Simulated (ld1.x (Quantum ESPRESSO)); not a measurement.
Values are calculated unless marked as measured or tabulated.
**Pseudopotentials across the periodic table**

Generated with ld1.x 7.5 (TM, RRKJ, ultrasoft, PAW), atompaw 4.2 or ONCVPSP 4.0.1. The cutoff is in Ry: for ld1.x and atompaw files where the sum of valence levels is converged to 10 mRy in a Bessel basis, for ONCV files where the hardest occupied wave has 1 mHa per electron of residual kinetic energy. The error is the largest all-electron minus pseudo excitation energy over each file’s own four to seven test configurations (ionisations up to +4, promotions, holes and added fractions of an electron), all of which were solved. The labels leave out finer settings (local radius, basis sizes, second energies), which also bear on the numbers. Spin-polarised tests are not counted. The rows are a selection from randomly drawn settings: files with unsolved tests, undetermined cutoffs or missed reference levels are left out.

A true bound ghost makes a file unfit for plane-wave use even where its test errors are small: the radial tests pick states by their node count and pass the ghost by.

| element | potential | cutoff (Ry) | largest error (meV) | bound ghosts |
| --- | --- | --- | --- | --- |
| C | ultrasoft, PBE, non-relativistic, rc 1.40/2.30 (sp), local smoothed, core correction no, reference 2s1.75 2p2.25 | 12 | +333 | none |
| Ti | PAW, PBEsol, scalar-relativistic, rc 1.18/1.70/2.10 (spd), local smoothed, core correction yes, reference 3s2 3p6 3d2.5 4s1.5 4p0 | 30 | +21 | none |
| Co | TM semilocal, BP86, scalar-relativistic, rc 2.25/0.90/0.75 (spd), local s, core correction no, reference 3p6 3d7 4s2 4p0 | 300 | -114 | none |
| Te | TM semilocal, PW91, scalar-relativistic, rc 1.45/1.94/1.05/2.20 (spdf), local d, core correction yes, reference 4d10 5s2 5p4 | 120 | -245 | none |
| Ce | TM semilocal, Wu–Cohen, scalar-relativistic, rc 3.70/1.75/2.25/1.25 (spdf), local d, core correction yes, reference 4f1 5p6 5d1 6s1 6p0 | 180 | -559 | none |
| Pt | PAW, PBEsol, scalar-relativistic, rc 2.60/2.98/1.46 (spd), local smoothed, core correction yes, reference 5d9 6s1 6p0 | 50 | -209 | s, p |
| Bi | ultrasoft, PBE, scalar-relativistic, rc 2.10/2.10/1.35 (spd), local smoothed, core correction yes, reference 5d10 6s2 6p3 | 70 | +190 | s, p |

(1) Fill in the row for Ne: TM semilocal, PBE, non-relativistic, rc 0.65/1.65 (sp), local s, core correction yes, reference 2s2 2p6.

Answers

(1) cutoff 200 Ry, largest error +4901 meV, bound ghosts: none.
